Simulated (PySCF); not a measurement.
Nickel tetrafluoride, NiF4 (triplet state).
SMILES: `[F][Ni]([F])([F])[F]`

Computed with PBE0-D3(BJ)/def2-SVP geometry optimisation, gas phase (PySCF 2.14.0).

Masses are those of the commonest isotopes; rigid-rotor values at the optimised geometry. 

(1) What are A, B and C (MHz)?

(2) What kind of rotor is it?

(3) What does the inertial defect say?

## Answers

(1) Ia = 110.24, Ib = 110.32, Ic = 220.56 u·Å²; 505379 MHz·u·Å²/I gives A = 4584, B = 4581, C = 2291 MHz.

(2) An oblate symmetric top, as the point group D4h requires two equal moments; the computed ones differ by 0.08 % because the geometry is symmetric only within the optimiser's tolerance: κ = (2 × 4581 − 4584 − 2291)/(4584 − 2291) = 1.00.

(3) Planar: Δ = Ic − Ia − Ib = 0.00 u·Å². For a rigid frame Δ = −2 Σ m c², so it vanishes when all atoms lie in the ab plane; here none is more than 0.01 Å from it.

The point group D4h allows no dipole (computed: 0.01 D), so a rigid rotor has no electric-dipole lines.

For this open shell read J as N, the rotation without spin; fine and hyperfine splittings come on top. Whether it is a minimum is left open (no frequencies). ⟨S²⟩ = 2.016 (exact for a triplet: 2.00). These are rigid-rotor constants of the computed structure; measured ground-state constants (B0) also hold zero-point vibration.
